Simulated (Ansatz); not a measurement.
AgTe₂, relaxed as a doublet with UKS PBE0-D4/def2-TZVP in Ansatz, starting from the GFN2-xTB geometry. Force threshold 0.02 eV/Å.

In the def2 sets Ag, Te take a core potential; there is no spin–orbit coupling. The charge 0 doublet is spin-contaminated (final ⟨S²⟩ up to 1.73, 0.75 for a pure state). The relaxation made no stability test and no search for a lower SCF solution. No other spin state of charge 0 was run. Another isomer (doublet) lies 1.15 eV lower at PBE0-D4/def2-TZVP; other spin states weren't run for this one.

Start:

Cartesian coordinates in Å:
```
Ag 0.370 0.411 0.188
Te -0.147 -1.231 2.063
Te -0.223 0.821 -2.252
```

```tsv
step	energy (eV)	largest force component (eV/Å)	SCF passes
1	-18587.4399	0.368	188
2	-18587.4968	0.259	110
3	-18587.5537	0.194	35
4	-18587.5895	0.050	33
5	-18587.5925	0.023	31
6	-18587.5925	0.046	32
7	-18587.5926	0.001	32
```

Force components are those of the run's own axes.

End:

```
atom    x (Å)    y (Å)    z (Å)
 Ag1   0.0000   0.0014  -0.0027
 Te2   0.0402  -1.1076   2.3272
 Te3  -0.0402   1.1062  -2.3245
```

By distances, no bond broke or formed. The bond that changes most is Ag1–Te2, from 2.55 to 2.58 Å (atoms count from 1).

No frequencies were taken in this run, so the end may be a saddle point.

It took 33 s on 4 threads of Arm Neoverse V2 on a shared host, peak host memory 0.56 GiB.
